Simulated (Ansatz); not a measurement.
cyclo-(Cl2GeSe)3 (Ge3Se3Cl6). Total charge 0; singlet. Geometry PBE-D4/def2-SVP.

```xyz
12

Ge   -1.8096   -1.0331    0.0116
Cl   -3.3025   -2.6014    0.0762
Cl   -2.8092    0.8779   -0.1722
Se   -0.5487   -1.5440   -1.9324
Ge    1.0635    0.1904   -1.7813
Cl    2.3715   -0.1821   -3.4673
Cl    0.1540    2.1402   -2.0181
Se    2.5289    0.1360    0.0841
Ge    0.9294    0.4656    1.8055
Cl    2.1063    0.3623    3.6212
Cl    0.0157    2.4233    1.6740
Se   -0.6991   -1.2350    2.0988
```

The 6-31G sets use Cartesian d functions. B3LYP takes the VWN-RPA correlation. Single mean-field runs in def2-TZVP are fitted with def2-universal-jkfit.

(1) Estimate the orbital energies around the gap (eV) in Ansatz with HF/6-31G, PBE-D4/def2-TZVP, r2SCAN-D4/def2-TZVP, B3LYP-D4/6-31G, PBE0-D4/def2-SVP.

Answers

(1) 
```csv
orbital,HF/6-31G,PBE-D4/def2-TZVP,r2SCAN-D4/def2-TZVP,B3LYP-D4/6-31G,PBE0-D4/def2-SVP
HOMO−9,-13.38,-8.36,-8.77,-9.79,-9.65
HOMO−8,-13.38,-8.25,-8.67,-9.75,-9.63
HOMO−7,-13.18,-7.99,-8.40,-9.48,-9.33
HOMO−6,-13.18,-7.99,-8.40,-9.48,-9.33
HOMO−5,-12.63,-7.96,-8.33,-9.35,-9.14
HOMO−4,-12.34,-7.96,-8.33,-9.35,-9.13
HOMO−3,-12.34,-7.86,-8.25,-9.30,-9.09
HOMO−2,-11.97,-7.32,-7.68,-8.76,-8.51
HOMO−1,-11.42,-6.82,-7.17,-8.25,-7.97
HOMO,-11.42,-6.82,-7.17,-8.25,-7.97
LUMO,-0.58,-3.70,-3.59,-3.93,-2.82
LUMO+1,-0.58,-3.66,-3.59,-3.80,-2.82
LUMO+2,-0.54,-3.66,-3.56,-3.80,-2.78
LUMO+3,0.07,-2.67,-2.60,-2.64,-1.87
LUMO+4,1.69,-1.61,-1.42,-1.43,-0.69
LUMO+5,1.69,-1.61,-1.42,-1.43,-0.69
```
